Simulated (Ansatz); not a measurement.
`O[Si@H](Cl)[Si@@H](O)F` + CH₄ → `C[Si@H](O)[Si@H](O)F` + HCl  (formal exchange of groups at the Si–Cl bond)

Program: Ansatz. Geometries: PBE0-D4/def2-TZVP. ΔE: electronic, gas phase. CCSD(T)/CBS adds triple-zeta CCSD(T) − MP2 to the extrapolated MP2 energy (def2 sets, frozen cores). This one scheme is used for every species. One conformer a species, not always the lowest.

```json
{"species": "`O[Si@H](Cl)[Si@@H](O)F`", "CCSD/CBS(def2) energy (Eh)": "-1290.66149"}
{"species": "CH₄", "CCSD/CBS(def2) energy (Eh)": "-40.45584"}
{"species": "`C[Si@H](O)[Si@H](O)F`", "CCSD/CBS(def2) energy (Eh)": "-870.70224"}
{"species": "HCl", "CCSD/CBS(def2) energy (Eh)": "-460.37334"}
```

**Question.** Work out ΔE.

**Answer.** ΔE = (-870.70224) + (-460.37334) − (-1290.66149) − (-40.45584) = 0.04175 Eh = +109.6 kJ/mol. CCSD(T)/CBS gives +110.0 kJ/mol.

**Question.** What do rigid-rotor, harmonic-oscillator terms from PBE0-D4/def2-TZVP frequencies (298.15 K, 1 bar) make of the CCSD(T)/CBS value? (Estimate.)

**Answer.** Computed: ΔZPE = -8.9 kJ/mol, ΔH = +102.0 kJ/mol, ΔS = 11 J/(mol·K), ΔG = +98.8 kJ/mol. Modes under 50 cm⁻¹ make the entropy rough.

Largest T1 diagnostic among the species: 0.012.

In def2-TZVPP, CCSD(T) changes the Hartree–Fock value by −11.0 kJ/mol (the triples alone add +0.4 kJ/mol) and MP2 by −5.5 kJ/mol. At CCSD(T), def2-SVP lies −6.9 kJ/mol from the extrapolated value and def2-TZVPP −4.1 kJ/mol.
